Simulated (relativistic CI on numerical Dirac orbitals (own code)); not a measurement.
# Tm3+ (4f12) in a crystal field

Calculated by Dirac-Coulomb-Breit CI, KLI orbitals optimised for each configuration, model QED, valence Slater integrals scaled by 0.7, one configuration in a parametric crystal field (own radial code).

Field parameters in Wybourne normalisation; cubic f-shell fields have B⁴₄ = √(5/14) B⁴₀ and B⁶₄ = −√(7/2) B⁶₀. The field is a parameter set, without covalency.

S is read from ⟨S²⟩ = S(S + 1).

Powder χT (cm³ K mol⁻¹) by Van Vleck's formula, with temperature-independent terms:

```tsv
Field	2 K	5 K	10 K	20 K	50 K	100 K	200 K	300 K
C2v, B20 = 490, B22 = 130, B40 = 600, B42 = 0, B44 = 430, B60 = 610, B62 = -310, B64 = 120, B66 = -600 cm⁻¹	0.563	1.4	2.55	3.73	5	6.02	6.74	6.95
D3d, B20 = 1450, B40 = 910, B43 = 1290, B60 = -300, B63 = 190, B66 = -420 cm⁻¹	0.405	1.01	2.02	3.68	5.43	6.18	6.69	6.88
Oh, B40 = -1720, B60 = -780 cm⁻¹	2.3	3.01	3.99	4.94	5.58	5.89	6.31	6.6
Oh, B40 = 2730, B60 = 450 cm⁻¹	0.13	0.324	0.648	1.3	3.15	5.09	6.28	6.62
Oh, B40 = 2240, B60 = 370 cm⁻¹	0.165	0.413	0.827	1.65	3.86	5.62	6.5	6.76
Oh, B40 = -1400, B60 = 570 cm⁻¹	0.146	0.364	0.728	1.46	3.48	5.33	6.39	6.74
```

**Question.** For C2v, B20 = 490, B22 = 130, B40 = 600, B42 = 0, B44 = 430, B60 = 610, B62 = -310, B64 = 120, B66 = -600 cm⁻¹: what effective moment follows at 300 K?

**Answer.** μ_eff = √(8χT) = 7.45 μB. The LS value g√(J(J + 1)) of the free ion's 3H_6 level is 7.56 μB.
